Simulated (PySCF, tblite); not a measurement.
One entry of a table of gas-phase calculations, keyed by method. Lists by class give the value and the number of equivalent atoms.

```json
{
 "formula": "C8H13PS",
 "smiles": "C=CC1=C(C)CC[P@@]1(C)=S",
 "inchi": "InChI=1S/C8H13PS/c1-4-8-7(2)5-6-9(8,3)10/h4H,1,5-6H2,2-3H3/t9-/m1/s1",
 "charge": 0,
 "multiplicity": 1,
 "geometry_level": "GFN2-xTB",
 "atoms_angstrom": [
  ["C", -2.768, 0.543, -0.802],
  ["C", -2.057, -0.283, -0.044],
  ["C", -0.612, -0.3, -0.039],
  ["C", 0.203, -0.981, 0.785],
  ["C", -0.206, -1.875, 1.907],
  ["C", 1.685, -0.784, 0.595],
  ["C", 1.928, -0.177, -0.784],
  ["P", 0.353, 0.663, -1.264],
  ["C", 0.479, 2.359, -0.558],
  ["S", -0.064, 0.605, -3.156],
  ["H", -2.291, 1.236, -1.477],
  ["H", -3.845, 0.539, -0.792],
  ["H", -2.557, -0.983, 0.613],
  ["H", 0.098, -2.899, 1.69],
  ["H", -1.279, -1.86, 2.073],
  ["H", 0.295, -1.571, 2.825],
  ["H", 2.213, -1.733, 0.712],
  ["H", 2.049, -0.114, 1.38],
  ["H", 2.775, 0.509, -0.815],
  ["H", 2.097, -0.957, -1.533],
  ["H", -0.492, 2.846, -0.637],
  ["H", 1.202, 2.917, -1.154],
  ["H", 0.79, 2.327, 0.484]
 ],
 "electronic_structure_code": "PySCF",
 "results": {
  "GFN2-xTB geometry": {
   "point_group": "C1",
   "rotational_constants_GHz": [1.316, 0.873, 0.66]
  },
  "PBE0/pcSseg-1 ground state and GIAO shieldings, non-relativistic": {
   "dipole_D": 5.46,
   "homo_eV": -6.23,
   "lumo_eV": -1.06,
   "shift_vs_computed_TMS_C_by_class_ppm": [
    [154.2, 1],
    [140.1, 1],
    [133.1, 1],
    [129.7, 1],
    [39.3, 1],
    [37.6, 1],
    [25.6, 1],
    [19.1, 1]
   ],
   "shift_vs_computed_TMS_H_by_class_ppm": [
    [6.85, 1],
    [6.76, 1],
    [5.78, 1],
    [2.47, 1],
    [2.35, 1],
    [2.11, 1],
    [2.07, 1],
    [1.92, 3],
    [1.7, 3]
   ],
   "shielding_other_nuclei_by_class_ppm": [
    ["P", 270.9, 1],
    ["S", 686.0, 1]
   ],
   "charges_hirshfeld_e_by_atom": [-0.09, -0.05, -0.06, 0.03, -0.11, -0.07, -0.11, 0.34, -0.16, -0.33, 0.03, 0.05, 0.05, 0.05, 0.05, 0.05, 0.05, 0.04, 0.05, 0.05, 0.05, 0.05, 0.05]
  },
  "GFN2-xTB harmonic vibrations, gas phase": {
   "strongest_ir_bands_cm-1_km_per_mol_modes": [
    [775.0, 71.1, 1],
    [841.2, 65.0, 1],
    [854.6, 110.3, 1],
    [885.3, 47.6, 2],
    [1649.3, 68.7, 1],
    [3011.2, 46.3, 2]
   ],
   "zpe_kcal_per_mol": 116.2
  }
 }
}
```

A dipole of 5.46 D is allowed in C1, and pure rotational transitions are dipole-allowed. The rotational constants make it an asymmetric top with κ = (2B − A − C)/(A − C) = -0.35, nearer the prolate limit (−1). The dipole matches unit charges of opposite sign 1.14 Å apart (1 e·Å = 4.8032 D). With B = h/(8π²I), that is 505.379 GHz u Å² over I, the principal moments of inertia are 384.0, 579.0 and 765.7 u Å² (most abundant isotopes); the inertial defect Ic − Ia − Ib is -197.3 u Å² (zero for a rigid planar frame, negative otherwise). The zero-point energy, half the sum of the 63 harmonic wavenumbers, equals 40650 cm⁻¹ or 486 kJ/mol.

One conformer (not necessarily the lowest) at the GFN2-xTB geometry, without solvent or vibrations. NMR classes are plain means over equivalent atoms (diastereotopic ones count apart unless rotation or inversion swaps them), as if these changed places fast; in this geometry the members of some classes differ.
